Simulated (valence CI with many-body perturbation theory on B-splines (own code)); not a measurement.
## E1 transitions of Pb⁵¹⁺

Computed by relativistic CI+MBPT: three valence electrons over a frozen Dirac-Fock core [Ar] 3d10, a basis of 11 s, 11 p, 10 d, 8 f, 5 g, 2 h functions for each j, with the one-electron correlation potential Σ1 (screened to all orders), the two-electron term Σ2, the three-electron term Σ3, Breit, model QED; selected single and double excitations, second order for the rest, scaled by the run's own slope (own B-spline code, finite nucleus).

No measured spectrum was set against this ion. As an estimate, large intervals hold to a few tenths of a per cent, small ones and those within an open d or f shell to about a per cent.

Lines 51 to 100 of 560 in falling wavelength, among levels below 81.261 Ry, chosen from the strongest by gf and those to the six lowest levels. Wavelengths and rates use the calculated energies. Electric multipoles are in the length gauge with retardation, E1 and E2 with the static RPA response of the core. Weak lines are less certain than strong ones. Lines between different terms over intervals too small for the method are left out, as are lines whose strength nearly cancels. The highest levels of a list are the least certain.

Levels are named by their leading jj configuration (3d3/2^4 stands for four electrons in 3d with j = 3/2), which in mixed levels can hold well under half, so a name can repeat and another be missing. Letters in brackets count levels of one name in rising energy.

| λ vac (nm) | Upper | Lower | A (s⁻¹) | S (a.u.) |
| --- | --- | --- | --- | --- |
| 9.515 | (4p1/2 4p3/2 4f7/2) J=11/2 | (4s 4p3/2 4f7/2) J=11/2 | 3.48e+10 | 1.77e-01 |
| 9.487 | (4p1/2 4p3/2 4d5/2) J=7/2 [a] | (4s 4p3/2 4d5/2) J=9/2 | 5.81e+10 | 1.96e-01 |
| 9.459 | (4p1/2 4p3/2^2) J=3/2 | (4s 4p3/2^2) J=5/2 | 5.87e+10 | 9.81e-02 |
| 9.430 | (4p1/2^2 4p3/2) J=3/2 | (4s 4p1/2 4p3/2) J=5/2 | 8.34e+10 | 1.38e-01 |
| 9.410 | (4p1/2 4p3/2 4d5/2) J=5/2 [b] | (4s 4p3/2 4d5/2) J=7/2 [a] | 3.09e+10 | 7.62e-02 |
| 9.383 | (4p1/2 4p3/2^2) J=5/2 | (4s 4p3/2^2) J=5/2 | 3.69e+10 | 9.04e-02 |
| 9.221 | (4p1/2 4p3/2 4d5/2) J=9/2 | (4s 4p3/2 4d5/2) J=9/2 | 3.75e+10 | 1.45e-01 |
| 9.164 | (4p1/2 4p3/2 4d3/2) J=5/2 [b] | (4s 4p3/2 4d3/2) J=7/2 | 6.38e+10 | 1.45e-01 |
| 8.765 | (4p1/2^2 4p3/2) J=3/2 | (4s 4p1/2 4p3/2) J=3/2 [a] | 2.16e+10 | 2.87e-02 |
| 7.877 | (4s 4p1/2 4d3/2) J=3/2 [a] | (4s 4p1/2 4p3/2) J=3/2 [b] | 2.28e+10 | 2.20e-02 |
| 7.453 | (4s 4p1/2 4d3/2) J=5/2 | (4s 4p1/2 4p3/2) J=3/2 [b] | 3.07e+09 | 3.77e-03 |
| 7.244 | (4s 4p1/2 4d3/2) J=3/2 [a] | (4s 4p1/2 4p3/2) J=5/2 | 7.80e+09 | 5.85e-03 |
| 6.952 | (4p1/2 4d3/2 4d5/2) J=9/2 | (4p1/2 4p3/2 4d5/2) J=9/2 | 5.59e+10 | 9.27e-02 |
| 6.885 | (4s 4p1/2 4d3/2) J=5/2 | (4s 4p1/2 4p3/2) J=5/2 | 3.27e+10 | 3.16e-02 |
| 6.846 | (4s 4p1/2 4d3/2) J=3/2 [a] | (4s 4p1/2 4p3/2) J=3/2 [a] | 8.60e+09 | 5.45e-03 |
| 6.834 | (4s 4p1/2 4d3/2) J=1/2 | (4s 4p1/2 4p3/2) J=3/2 [b] | 3.66e+09 | 1.15e-03 |
| 6.760 | (4s 4p1/2 4d3/2) J=3/2 [b] | (4s 4p1/2 4p3/2) J=3/2 [b] | 1.19e+10 | 7.24e-03 |
| 6.524 | (4s 4p1/2 4d3/2) J=5/2 | (4s 4p1/2 4p3/2) J=3/2 [a] | 1.86e+09 | 1.53e-03 |
| 6.516 | (4s^2 4d3/2) J=3/2 | (4s^2 4p3/2) J=3/2 | 1.31e+10 | 7.15e-03 |
| 6.289 | (4s 4p1/2 4d3/2) J=3/2 [b] | (4s 4p1/2 4p3/2) J=5/2 | 1.64e+09 | 8.05e-04 |
| 6.236 | (4s 4p3/2 4f7/2) J=7/2 [a] | (4s 4p3/2 4d5/2) J=7/2 [a] | 5.48e+10 | 5.25e-02 |
| 6.151 | (4s 4d3/2 4d5/2) J=7/2 [b] | (4s 4p3/2 4d3/2) J=5/2 [b] | 5.07e+10 | 4.66e-02 |
| 6.125 | (4s 4d3/2 4f7/2) J=3/2 | (4s 4d3/2 4d5/2) J=1/2 | 1.20e+11 | 5.44e-02 |
| 6.120 | (4s 4p1/2 4d5/2) J=5/2 [a] | (4s 4p1/2 4p3/2) J=3/2 [b] | 5.44e+09 | 3.69e-03 |
| 6.096 | (4s 4p3/2 4f7/2) J=5/2 [a] | (4s 4p3/2 4d5/2) J=3/2 [a] | 8.78e+10 | 5.89e-02 |
| 6.088 | (4s 4d3/2 4f7/2) J=7/2 [b] | (4s 4d3/2 4d5/2) J=5/2 [b] | 5.70e+10 | 5.08e-02 |
| 6.072 | (4s 4p1/2 4f7/2) J=5/2 | (4s 4p1/2 4d5/2) J=3/2 | 2.51e+11 | 1.66e-01 |
| 6.061 | (4s 4p3/2 4d5/2) J=3/2 [a] | (4s 4p3/2^2) J=3/2 | 1.10e+11 | 4.83e-02 |
| 6.058 | (4s 4p1/2 4f7/2) J=7/2 [b] | (4s 4p1/2 4d5/2) J=5/2 [b] | 1.90e+11 | 1.67e-01 |
| 6.045 | (4s 4p1/2 4d3/2) J=1/2 | (4s 4p1/2 4p3/2) J=3/2 [a] | 1.10e+10 | 2.39e-03 |
| 6.021 | (4s 4p3/2 4f7/2) J=7/2 [a] | (4s 4p3/2 4d5/2) J=5/2 [a] | 1.20e+11 | 1.03e-01 |
| 5.998 | (4s 4d5/2 4f7/2) J=7/2 | (4s 4d5/2^2) J=5/2 | 8.80e+10 | 7.50e-02 |
| 5.987 | (4s 4p1/2 4d3/2) J=3/2 [b] | (4s 4p1/2 4p3/2) J=3/2 [a] | 2.60e+10 | 1.10e-02 |
| 5.981 | (4s^2 4f7/2) J=7/2 | (4s^2 4d5/2) J=5/2 | 2.34e+11 | 1.98e-01 |
| 5.976 | (4s 4d5/2 4f7/2) J=11/2 | (4s 4p3/2 4f7/2) J=9/2 [b] | 3.70e+11 | 4.68e-01 |
| 5.966 | (4s 4d3/2 4f7/2) J=7/2 [b] | (4s 4d3/2 4d5/2) J=7/2 [b] | 5.57e+10 | 4.67e-02 |
| 5.956 | (4s 4d3/2 4f7/2) J=7/2 [a] | (4s 4d3/2 4d5/2) J=5/2 [a] | 1.38e+11 | 1.15e-01 |
| 5.955 | (4s 4p3/2 4f7/2) J=9/2 [b] | (4s 4p3/2 4d5/2) J=7/2 [b] | 8.31e+10 | 8.67e-02 |
| 5.952 | (4s 4p1/2 4f7/2) J=7/2 [a] | (4s 4p1/2 4d5/2) J=5/2 [a] | 2.36e+11 | 1.97e-01 |
| 5.945 | (4p1/2^2 4f7/2) J=7/2 | (4p1/2^2 4d5/2) J=5/2 | 2.16e+11 | 1.79e-01 |
| 5.943 | (4s 4d5/2 4f7/2) J=7/2 | (4s 4d5/2^2) J=7/2 [a] | 7.98e+10 | 6.61e-02 |
| 5.935 | (4s 4d3/2 4f7/2) J=5/2 [a] | (4s 4d3/2 4d5/2) J=3/2 [a] | 1.86e+11 | 1.15e-01 |
| 5.928 | (4s 4d3/2 4f7/2) J=5/2 [b] | (4s 4d3/2 4d5/2) J=3/2 [b] | 1.27e+11 | 7.86e-02 |
| 5.928 | (4p1/2 4p3/2 4f7/2) J=7/2 [b] | (4p1/2 4p3/2 4d5/2) J=5/2 [a] | 1.44e+11 | 1.19e-01 |
| 5.927 | (4s 4p1/2 4f7/2) J=9/2 | (4s 4p1/2 4d5/2) J=7/2 | 2.02e+11 | 2.07e-01 |
| 5.919 | (4s 4d3/2 4f7/2) J=9/2 [b] | (4s 4d3/2 4d5/2) J=7/2 [b] | 1.58e+11 | 1.62e-01 |
| 5.900 | (4s 4d5/2 4f7/2) J=5/2 | (4s 4d5/2^2) J=5/2 | 2.72e+11 | 1.66e-01 |
| 5.900 | (4s 4p3/2 4f7/2) J=5/2 [a] | (4s 4p3/2 4d5/2) J=5/2 [a] | 1.05e+11 | 6.39e-02 |
| 5.891 | (4s 4d3/2 4f7/2) J=11/2 | (4s 4d3/2 4d5/2) J=9/2 | 1.69e+11 | 2.05e-01 |
| 5.890 | (4p1/2 4d3/2 4d5/2) J=9/2 | (4p1/2 4p3/2 4d3/2) J=7/2 | 7.51e+10 | 7.58e-02 |
